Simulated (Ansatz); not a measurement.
CH4AlBO, SMILES `[BH]1O[CH2][AlH]1` at its PBE0-D4/def2-TZVP geometry, where that method's forces vanish. Charge 0, multiplicity 1.

```xyz
8

B     0.4016   -1.0009    0.9734
O    -0.7747   -0.8458    0.3218
C    -0.7861    0.3048   -0.5943
Al    1.1012    0.7133   -0.0707
H     0.5229   -1.9074    1.7453
H    -1.6029    0.9663   -0.2930
H    -1.0174   -0.0659   -1.5966
H     2.1553    1.8357   -0.4861
```

Task: What forces (eV/Å) does r2SCAN-D4/def2-TZVPP give on these atoms in Ansatz 0.2.0? (Estimate.)

Result: The calculation gave: 
```
B1   0.227 -0.079  0.161
O2  -0.185 -0.282  0.142
C3   0.020  0.357 -0.275
Al4  0.023  0.021 -0.004
H5  -0.035  0.009 -0.021
H6  -0.016 -0.026 -0.011
H7  -0.028 -0.005  0.016
H8  -0.006  0.005 -0.008
```
